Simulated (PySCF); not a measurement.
hexa-1,5-dien-3-yne (C6H6), SMILES C=CC#CC=C.

Geometry: PBE0-D3(BJ)/def2-SVP.

All values below come from ωB97X/def2-TZVP (PySCF).

The molecule is in vacuum.

Computed frontier levels, gap, dipole moment and polarisability:
```json
{
 "highest_occupied_level": "-8.63 eV",
 "lowest_empty_level": "0.47 eV",
 "orbital_gap": "9.10 eV",
 "dipole_moment": "0.15 D",
 "quadrupole, principal values (traceless, Buckingham form, about the centre of nuclear charge)": "-10.17, 0.62, 9.54 D·Å",
 "mean_static_polarisability": "80.7 bohr³ (11.96 Å³)",
 "polarisability_principal_values": "40.9, 64.5, 136.7 bohr³"
}
```
